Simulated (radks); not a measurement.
Results of a calculation; reference values are marked as such.
Q: Isoelectronic series with 11 electrons, each ion in its NIST ground configuration. Code: a radial shooting solver on a logarithmic mesh with Libxc functionals. Model: non-relativistic Kohn-Sham, BLYP, spin-polarised, spherical densities, point nucleus; open shells are filled with parallel spins first. Total energies (hartree) and orbital eigenvalues (Ry):

ion   configuration  E (hartree)     3s up    2p down
Mg+        [Ne] 3s1   -199.81231  -0.86897   -4.07976
Si3+       [Ne] 3s1   -287.27101  -2.96557   -9.68878
P4+        [Ne] 3s1   -337.18984  -4.37150  -13.27095
S5+        [Ne] 3s1   -391.22908  -6.00816  -17.36310
Cl6+       [Ne] 3s1   -449.38637  -7.87298  -21.96235
Ar7+       [Ne] 3s1   -511.66011  -9.96434  -27.06689

Estimate the row of Al2+ ([Ne] 3s1).

A: E (hartree) -241.47633; 3s up -1.79494; 2p down -6.62162.
